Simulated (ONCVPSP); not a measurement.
## Configuration tests for platinum (ONCV)

| Quantity | Value |
| --- | --- |
| Element | platinum |
| Generator | ONCVPSP 4.0.1 |
| Type | optimised norm-conserving Vanderbilt (ONCV) |
| Functional | PBE |
| Relativity | scalar-relativistic |
| Frozen core | [Kr] 4d10 4f14 |
| Valence charge | 18 |
| Reference configuration | 5s2 5p6 5d9 6s1 |
| Partial waves | 5s+6s: rc 1.65 bohr, ncon 3, nbas 6, qcut 6.3 1/bohr, 3 projectors, debl 2.6 Ha; 5p: rc 1.65 bohr, ncon 3, nbas 7, qcut 7.5 1/bohr, local; 5d: rc 1.85 bohr, ncon 4, nbas 8, qcut 9.3 1/bohr, 3 projectors, debl 0.7 Ha |
| Local potential | the p channel |
| Core correction | none |

Energies are relative to the spin-unpolarised reference configuration 5s2 5p6 5d9 6s1; without spin polarisation the order of configurations can differ from experiment.

Give the all-electron excitation energy and the error of the potential for: 5s2 5p6 5d9 6s0; 5s2 5p6 5d8 6s0; 5s2 5p6 5d7 6s0; 5s2 5p5 5d9 6s1.

```
valence configuration  charge  ΔE all-electron (eV)  error AE − PS (meV)
      5s2 5p6 5d9 6s0      +1                 9.194                 -5.2
      5s2 5p6 5d8 6s0      +2                29.160                 -5.3
      5s2 5p6 5d7 6s0      +3                61.377                 -9.3
      5s2 5p5 5d9 6s1      +1                62.151                 -133
```

Levels in the configuration 5s2 5p5 5d9 6s1:

```csv
level,all-electron (eV),pseudo (eV)
5s,-115.074,-115.424
5p,-68.814,-68.945
5d,-17.414,-17.410
6s,-14.166,-14.181
```
